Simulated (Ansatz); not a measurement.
CH7BFGeN. The species carries charge 0 and has multiplicity 1. The bonds changed during the relaxation, so this is another structure than the one it started from. The geometry is a stationary point of PBE0-D4/def2-TZVP. It is one conformer, not always the lowest.

```xyz
12

B     0.788   -1.597    1.306
C     0.608   -0.597    0.121
F     1.797   -2.454    1.271
N    -0.438    0.388    0.326
Ge   -0.831    1.560   -1.033
H     0.048   -1.662    2.251
H     0.487   -1.211   -0.794
H     1.574   -0.090   -0.025
H    -1.253   -0.007    0.771
H    -2.031    2.403   -0.578
H     0.416    2.433   -1.257
H    -1.164    0.835   -2.360
```

Task: What is the dipole moment at r2SCAN/def2-TZVPP? (An estimate is asked.)

Result: The calculation gave: 0.96 D, with components (-0.85, 0.10, -0.42) D in this frame, pointing from negative to positive charge.

Task: And with PBE, B3LYP, ωB97M-V? (An estimate is asked.)

Result: The calculation gave: PBE 0.89 D, B3LYP 1.01 D, ωB97M-V 1.04 D.

Task: Give the Mulliken charges with r2SCAN, B3LYP, PBE in def2-TZVPP. (An estimate is asked.)

Result: The calculation gave: 
```json
{"atom": "B1", "r2SCAN": "0.30", "B3LYP": "0.23", "PBE": "0.21"}
{"atom": "C2", "r2SCAN": "-0.05", "B3LYP": "-0.10", "PBE": "-0.13"}
{"atom": "F3", "r2SCAN": "-0.25", "B3LYP": "-0.23", "PBE": "-0.19"}
{"atom": "N4", "r2SCAN": "-0.37", "B3LYP": "-0.32", "PBE": "-0.28"}
{"atom": "Ge5", "r2SCAN": "0.22", "B3LYP": "0.20", "PBE": "0.17"}
{"atom": "H6", "r2SCAN": "-0.05", "B3LYP": "-0.02", "PBE": "-0.04"}
{"atom": "H7", "r2SCAN": "0.07", "B3LYP": "0.09", "PBE": "0.10"}
{"atom": "H8", "r2SCAN": "0.08", "B3LYP": "0.10", "PBE": "0.11"}
{"atom": "H9", "r2SCAN": "0.13", "B3LYP": "0.11", "PBE": "0.13"}
{"atom": "H10", "r2SCAN": "-0.02", "B3LYP": "-0.01", "PBE": "-0.01"}
{"atom": "H11", "r2SCAN": "-0.02", "B3LYP": "-0.02", "PBE": "-0.02"}
{"atom": "H12", "r2SCAN": "-0.05", "B3LYP": "-0.04", "PBE": "-0.04"}
```

B3LYP here is the variant with VWN-RPA as its local correlation; programs differ in this.

All numbers were calculated with Ansatz.
